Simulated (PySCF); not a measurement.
**Spinor energies of Os⁶⁸⁺ (osmium, charge +68)**

Start: [He] 2s2 2p4; 2p1/2 filled at m_j = -1/2, +1/2; 2p3/2 filled at m_j = +1/2, +3/2. Calculated with PySCF 2.14 in an even-tempered Gaussian basis (16 s from 54 bohr⁻², ratio 2.4; 13 p from 70 bohr⁻², ratio 2.4; 5 d from 240 bohr⁻², ratio 2.6; 4 f from 360 bohr⁻², ratio 2.6): generalised Hartree-Fock with the X2C-1e Hamiltonian and a Gaussian nucleus; one run each with spin-orbit coupling (SO) switched off, then screened by Boettger's factors.

| spinor shell | electrons | ε, spin-free (eV) | ε, screened SO (eV) | weight of nominal j (screened SO) | rms radius, screened SO (bohr) |
| --- | --- | --- | --- | --- | --- |
| 1s1/2 | 2 | -81232.5 | -81183.1 | 1.000 | 0.0200 |
| 2s1/2 | 2 | -19302.0 | -19287.4 | 1.000 | 0.0788 |
| 2p1/2 | 2 | -17761.3 | -18895.5 | 1.000 | 0.0666 |
| 2p3/2 | 2 | -17761.3 | -17290.7 | 1.000 | 0.0735 |

```tsv
quantity	spin-free	screened SO
E (hartree)	-10463.09661	-10514.15741
M_J	2	2
⟨J²⟩	6.000	6.000
⟨L²⟩	2.000	3.306
⟨S²⟩	2.000	1.376
```

Each row is a mean over spinors that exchange with the open shell spreads, by up to 91.062 eV (2s1/2).

Breit and QED terms are absent; they matter most for the inner s and p1/2 levels.

Densities and radii are taken from the X2C orbitals without a picture-change correction, which distorts them close to the nucleus.

Without spin-orbit coupling the j labels of p, d and f shells carry no meaning; the spin-free column gives the mean over the occupied spinors of each nl shell.
